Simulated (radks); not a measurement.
All-electron atom: neutral chlorine in [Ne] 3s2 3p5 (the NIST ground configuration). Calculated with a radial shooting solver on a logarithmic mesh with Libxc functionals: scalar-relativistic Kohn-Sham, PW91, spin-unpolarised, spherical densities, finite nucleus; Fermi nuclear charge, rms radius 3.3654 fm.

Local quantities along the radius. ELF = 1/(1 + alpha^2) is the electron localisation function; alpha = (tau - tau_W)/tau_unif compares the Pauli kinetic energy density with that of the uniform gas; -r V(r) is the screened charge that the Kohn-Sham potential presents (atomic units); s = |grad rho|/(2 (3 pi^2)^(1/3) rho^(4/3)) is the reduced gradient. tau is taken from the large components.

r (bohr),ELF,alpha,-r V(r),s
0.004262,1.000,0.01146,16.82,0.4264
0.005418,1.000,0.01197,16.76,0.4235
0.006943,1.000,0.01274,16.68,0.4239
0.008826,1.000,0.01383,16.59,0.4277
0.01131,1.000,0.01546,16.46,0.4354
0.01449,1.000,0.01789,16.30,0.4475
0.01843,1.000,0.02147,16.10,0.4646
0.02361,0.999,0.02736,15.84,0.4891
0.03002,0.999,0.03697,15.53,0.5219
0.03846,0.997,0.05502,15.13,0.5680
0.0489,0.992,0.08963,14.66,0.6281
0.06266,0.972,0.1683,14.09,0.7090
0.07966,0.891,0.3507,13.44,0.7984
0.1021,0.609,0.8010,12.66,0.8568
0.1298,0.298,1.534,11.79,0.7636
0.1663,0.249,1.737,10.79,0.4776
0.2114,0.459,1.086,9.791,0.3008
0.2709,0.740,0.5929,8.689,0.3358
0.3471,0.851,0.4185,7.536,0.4812
0.4413,0.845,0.4277,6.444,0.6954
0.5655,0.618,0.7860,5.376,0.9991
0.7189,0.148,2.400,4.392,1.079
0.9212,0.150,2.377,3.465,0.4181
1.171,0.663,0.7136,2.775,0.2999
1.501,0.860,0.4034,2.050,0.5254
1.908,0.840,0.4357,1.453,0.8145
2.445,0.711,0.6376,0.9995,1.253
3.108,0.437,1.135,0.6710,1.992
3.983,0.139,2.489,0.4612,3.438
5.063,0.024,6.342,0.5308,6.524
6.488,0.002,23.71,0.1489,16.54

On this mesh the ELF has minima near r = 0.15, 0.81 bohr, which separate the shells, and maxima near 0.39 (0.86), 1.7 (0.86).
